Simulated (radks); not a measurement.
Co+, 26 electrons, occupied as [Ar] 3d6 4s2 (not the ground configuration). Method: non-relativistic Kohn-Sham, BLYP, spin-polarised, spherical densities, point nucleus; open shells are filled with parallel spins first; computed with a radial shooting solver on a logarithmic mesh with Libxc functionals. Some entries of the table are withheld. Estimate them.

| orbital | occ. | eigenvalue (Ry) | <r^2> (bohr^2) |
|---|---|---|---|
| 1s up | 1 | -553.7166 | 0.004341 |
| 1s down | 1 | -553.7163 | 0.004341 |
| 2s up | 1 | -66.16059 | 0.07909 |
| 2s down | 1 | -65.99326 | 0.07884 |
| 2p up | 3 | -57.59832 | 0.06292 |
| 2p down | 3 | -57.47307 | 0.06266 |
| 3s up | 1 | -8.60063 | 0.6955 |
| 3s down | 1 | -8.25569 | 0.7033 |
| 3p up | 3 | (1) | 0.7693 |
| 3p down | 3 | (2) | 0.7840 |
| 3d up | 5 | (3) | 1.168 |
| 3d down | 1 | (4) | 1.314 |
| 4s up | 1 | -1.07570 | 7.023 |
| 4s down | 1 | -1.02160 | 7.488 |

Answer. 
(1) 3p up eigenvalue (Ry): -6.03524
(2) 3p down eigenvalue (Ry): -5.69864
(3) 3d up eigenvalue (Ry): -1.81559
(4) 3d down eigenvalue (Ry): -1.50990
